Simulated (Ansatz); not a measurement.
**A barrier at the coupled-cluster level**

Start structure (BH₄ClO₂, closed shell), relaxed at PBE0-D4/def2-TZVP:

B1  (0.036, 0.090, -0.783)
H2  (1.179, 0.410, -0.918)
O3  (-0.834, -0.035, -1.816)
O4  (-0.416, -0.161, 0.478)
H5  (0.571, -0.059, 2.053)
Cl6  (1.255, 0.012, 3.153)
H7  (-0.446, 0.157, -2.672)
H8  (-1.346, -0.413, 0.505)
(Å)

The step: BH₃O₂ ([OH][BH][OH]) + HCl → BH₂ClO₂ ([OH][B]([OH])[Cl]) + H₂; bonds formed: B1–Cl6, H2–H5; bonds broken: B1–H2, H5–Cl6. Ansatz 0.2.0; basis: def2-TZVPP and def2-QZVPP; cores frozen in the correlated methods. Extrapolation: Hartree–Fock as exp(−7.88 √X), correlation as X^−2.97. Energies below are by CCSD(T) at an estimated basis limit (MP2 extrapolated from triple and quadruple zeta, plus CCSD(T) − MP2 in triple zeta).

(1) What are the electronic barrier and the energy of the step, from the start structure to the end structure? (Judge from chemistry; the value comes from the calculation.)

The T1 diagnostic stays at or below 0.013.

Results:

(1) The calculation gives: Barrier 157.7 kJ/mol; step energy -42.6 kJ/mol (downhill); reverse barrier, their difference, 200.3 kJ/mol. Barrier and step energy count from the start structure, the reverse barrier from the end structure.

The saddle point: One imaginary mode of 861i cm⁻¹.
| pair | start (Å) | saddle (Å) | end (Å) |
| --- | --- | --- | --- |
| B1–Cl6 | 4.12 | 2.24 | 1.77 |
| H2–H5 | 3.07 | 0.96 | 0.75 |
| B1–H2 | 1.19 | 1.36 | 3.24 |
| H5–Cl6 | 1.30 | 1.65 | 3.40 |

Zero-point energy (harmonic, PBE0-D4): ZPE is 135.8 kJ/mol at the start and 131.4 kJ/mol at the saddle, so the barrier goes from 157.7 to 153.3 kJ/mol.

Labels in which every atom is bracketed show which atoms are joined, not bond orders.

For scale, one of the runs: CCSD(T)/def2-TZVPP, 191 basis functions, launched by `ansatz run in.yaml --threads 2 --pin off --events-out ev --progress --plain --max-ram 4352MiB`. Hardware: 2 CPU threads of an Arm Neoverse V1, shared host. Wall time 74 s; peak host memory 2.2 GiB.
